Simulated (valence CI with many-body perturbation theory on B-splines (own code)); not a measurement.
Pd13+: electric-dipole lines

Level of theory: relativistic CI+MBPT: five valence electrons over a frozen Dirac-Fock core [Ar] 3d10, a basis of 9 s, 9 p, 8 d, 6 f, 3 g, 1 h functions for each j, with the one-electron correlation potential Σ1, the two-electron term Σ2, the three-electron term Σ3, Breit, model QED; selected CI, second order for the rest (own B-spline code, finite nucleus).

No measured spectrum was set against this ion. As an estimate, levels hold to about 250 cm⁻¹ or 0.2 % of their energy and the worst to 1 %, as in measured heavy ions of charge 2 to 7; those with d or f electrons hold less well. Among the levels kept, up to 360 cm⁻¹ of a level comes from second order outside the variational space, and about a tenth of that is noise between levels of different J, which matters for small intervals.

Lines 101 to 150 of 179 in falling wavelength, among levels below 762060 cm⁻¹, chosen from the strongest by gf and those to the six lowest levels. Wavelengths and rates use the calculated energies, so an error of 900 cm⁻¹ moves a line at 220.7 Å by 0.2 % and its rate by three times that or more. Electric multipoles are in the length gauge, E1 and E2 with the static RPA response of the core. Weak lines are less certain than strong ones. Lines between different terms over intervals too small for the method are left out, as are lines whose strength nearly cancels.

Names give the largest LS component (configuration and term), which can be under half, so a name can repeat, a term be missing and a line seem to break the LS rules; names also repeat where a configuration has a term twice. Letters in brackets count levels of one name in rising energy.

```tsv
λ vac (Å)	Upper	Lower	A (s⁻¹)	S (a.u.) with core polarisation	S without
220.7	4s2.4p2.4d 4P_1/2	4s2.4p3 2P°_3/2	7.64e+09	8.11e-02	8.84e-02
220.5	4s2.4p2.4d 2F_7/2 [a]	4s2.4p3 2D°_5/2	2.52e+08	1.07e-02	1.15e-02
218.6	4s2.4p2.4d 2F_5/2	4s2.4p3 2D°_3/2	3.22e+07	9.96e-04	1.09e-03
217.9	4s2.4p2.4d 2P_3/2 [a]	4s2.4p3 2P°_1/2	1.91e+09	3.90e-02	4.24e-02
215.0	4s2.4p2.4d 2D_3/2 [a]	4s2.4p3 2P°_3/2	4.82e+07	9.46e-04	1.02e-03
214.8	4s2.4p2.4d 4D_1/2	4s2.4p3 2D°_3/2	6.77e+09	6.62e-02	7.20e-02
214.0	4s2.4p2.4d 4D_3/2	4s2.4p3 2D°_3/2	1.06e+08	2.05e-03	2.14e-03
213.9	4s2.4p2.4d 4F_3/2	4s2.4p3 4S°_3/2	3.65e+09	7.05e-02	7.64e-02
213.6	4s2.4p2.4d 4D_5/2	4s2.4p3 2D°_5/2	3.17e+09	9.15e-02	9.86e-02
213.6	4s2.4p2.4d 2P_1/2 [a]	4s2.4p3 2P°_3/2	1.28e+10	1.23e-01	1.34e-01
210.5	4s.4p4 2P_1/2	4s2.4p3 4S°_3/2	1.05e+06	9.70e-06	1.04e-05
208.3	4s2.4p2.4d 4F_5/2	4s2.4p3 4S°_3/2	5.24e+09	1.40e-01	1.51e-01
207.7	4s2.4p2.4d 2D_5/2 [a]	4s2.4p3 2P°_3/2	4.91e+09	1.30e-01	1.42e-01
207.1	4s2.4p2.4d 4D_5/2	4s2.4p3 2D°_3/2	2.54e+09	6.69e-02	7.19e-02
206.9	4s2.4p2.4d 2P_3/2 [a]	4s2.4p3 2D°_5/2	3.76e+10	6.58e-01	7.16e-01
205.5	4s2.4p2.4d 4P_3/2	4s2.4p3 2P°_1/2	2.70e+08	4.63e-03	4.89e-03
205.3	4s2.4p2.4d 4P_1/2	4s2.4p3 2P°_1/2	8.05e+09	6.88e-02	7.49e-02
203.0	4s2.4p2.4d 2G_7/2	4s2.4p3 2D°_5/2	5.19e+09	1.71e-01	1.84e-01
203.0	4s2.4p2.4d 2D_3/2 [b]	4s2.4p3 2P°_3/2	9.65e+08	1.59e-02	1.74e-02
202.0	4s2.4p2.4d 2P_1/2 [b]	4s2.4p3 2P°_3/2	1.68e+08	1.37e-03	1.49e-03
200.9	4s2.4p2.4d 2F_5/2	4s2.4p3 4S°_3/2	1.19e+09	2.86e-02	3.08e-02
200.7	4s2.4p2.4d 2P_3/2 [a]	4s2.4p3 2D°_3/2	3.74e+10	5.97e-01	6.47e-01
200.3	4s2.4p2.4d 2D_3/2 [a]	4s2.4p3 2P°_1/2	7.88e+09	1.25e-01	1.34e-01
199.4	4s2.4p2.4d 2D_5/2 [b]	4s2.4p3 2P°_3/2	2.09e+09	4.91e-02	5.34e-02
199.2	4s2.4p2.4d 2P_1/2 [a]	4s2.4p3 2P°_1/2	2.14e+10	1.67e-01	1.81e-01
197.7	4s2.4p2.4d 4D_1/2	4s2.4p3 4S°_3/2	6.20e+07	4.73e-04	5.04e-04
197.6	4s2.4p2.4d 4P_5/2	4s2.4p3 2D°_5/2	1.54e+10	3.52e-01	3.81e-01
197.5	4s2.4p2.4d 2D_5/2 [c]	4s2.4p3 2P°_3/2	2.86e+09	6.53e-02	7.08e-02
197.3	4s2.4p2.4d 2F_7/2 [b]	4s2.4p3 2D°_5/2	3.52e+09	1.07e-01	1.15e-01
197.1	4s2.4p2.4d 4D_3/2	4s2.4p3 4S°_3/2	6.11e+09	9.24e-02	1.00e-01
195.7	4s2.4p2.4d 4P_3/2	4s2.4p3 2D°_5/2	1.40e+10	2.07e-01	2.24e-01
191.9	4s2.4p2.4d 4P_5/2	4s2.4p3 2D°_3/2	1.69e+10	3.54e-01	3.83e-01
191.4	4s2.4p2.4d 2S_1/2	4s2.4p3 2P°_3/2	1.12e+11	7.78e-01	8.42e-01
191.2	4s2.4p2.4d 4D_5/2	4s2.4p3 4S°_3/2	6.62e+09	1.37e-01	1.48e-01
191.0	4s2.4p2.4d 2D_3/2 [a]	4s2.4p3 2D°_5/2	3.18e+09	4.37e-02	4.75e-02
190.7	4s2.4p2.4d 2P_3/2 [b]	4s2.4p3 2P°_3/2	7.11e+10	9.73e-01	1.05e+00
190.2	4s2.4p2.4d 4P_3/2	4s2.4p3 2D°_3/2	2.15e+09	2.92e-02	3.14e-02
190.0	4s2.4p2.4d 4P_1/2	4s2.4p3 2D°_3/2	2.58e+09	1.75e-02	1.91e-02
189.9	4s2.4p2.4d 2D_3/2 [b]	4s2.4p3 2P°_1/2	1.54e+10	2.08e-01	2.25e-01
189.1	4s2.4p2.4d 2P_1/2 [b]	4s2.4p3 2P°_1/2	1.08e+11	7.22e-01	7.80e-01
185.8	4s2.4p2.4d 2P_3/2 [a]	4s2.4p3 4S°_3/2	1.27e+10	1.60e-01	1.74e-01
185.8	4s2.4p2.4d 2D_3/2 [a]	4s2.4p3 2D°_3/2	4.52e+09	5.72e-02	6.18e-02
185.2	4s2.4p2.4d 2D_5/2 [a]	4s2.4p3 2D°_5/2	8.78e+10	1.65e+00	1.79e+00
184.7	4s2.4p2.4d 2P_1/2 [a]	4s2.4p3 2D°_3/2	6.48e+10	4.03e-01	4.38e-01
182.0	4s2.4p2.4d 2D_3/2 [c]	4s2.4p3 2P°_3/2	7.57e+10	9.01e-01	9.72e-01
181.5	4s2.4p2.4d 2D_3/2 [b]	4s2.4p3 2D°_5/2	2.90e+10	3.43e-01	3.71e-01
180.3	4s2.4p2.4d 2D_5/2 [a]	4s2.4p3 2D°_3/2	3.28e+10	5.69e-01	6.13e-01
180.2	4s2.4p2.4d 2D_5/2 [d]	4s2.4p3 2P°_3/2	2.05e+11	3.56e+00	3.84e+00
179.7	4s2.4p2.4d 2S_1/2	4s2.4p3 2P°_1/2	1.12e+09	6.44e-03	6.96e-03
179.1	4s2.4p2.4d 2P_3/2 [b]	4s2.4p3 2P°_1/2	7.29e+10	8.28e-01	8.95e-01
```
